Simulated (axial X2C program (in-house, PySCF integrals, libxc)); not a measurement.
## Worked dissociation energy of BeO⁺: MP2, 2c

Computed with an in-house relativistic program for diatomic molecules. Two-component (2c) means X2C with spin–orbit coupling and atomic mean-field two-electron Coulomb and Gaunt terms. Basis: O dyall-av3z [7s6p3d2f], Be dyall-cv3z [8s8p3d1f] (cores contracted in-house); Gaussian nuclei, density fitting, unrestricted open shells. Masses: O 15.995 u, Be 9.012 u.

Molecular state: Ω = 3/2 (⟨Sz⟩ = 0.50, ⟨Lz⟩ = 1.00 at HF).

Correlated methods: 7 electrons correlated (number of frozen shells: O 1 s; Be 1 s), 177 virtual spin orbitals or spinors in MP2.

```
E(O) (2M_J = 4)   : -75.017382 hartree
E(Be+) (2M_J = 1) : -14.279566 hartree
E(BeO⁺) at Re     : -89.436429 hartree
ωe                : 1268.8 cm⁻¹
ωexe              : 8.62 cm⁻¹
```

Question: Work out De and D0.

Answer: De = -75.017382 + (-14.279566) − (-89.436429) = 0.13948 hartree = 3.795 eV. The zero-point energy is ωe/2 − ωexe/4 = 632 cm⁻¹ = 0.078 eV, so D0 = 3.717 eV.

Occupations by symmetry block were frozen at the best pattern of an incomplete PBE0 search. De is counted from the lowest determinant-based energies of the atoms at the same level, without counterpoise correction.

Each atomic determinant is the lowest at this level and need not be a pure J level. Totals compare only within one Hamiltonian and basis.
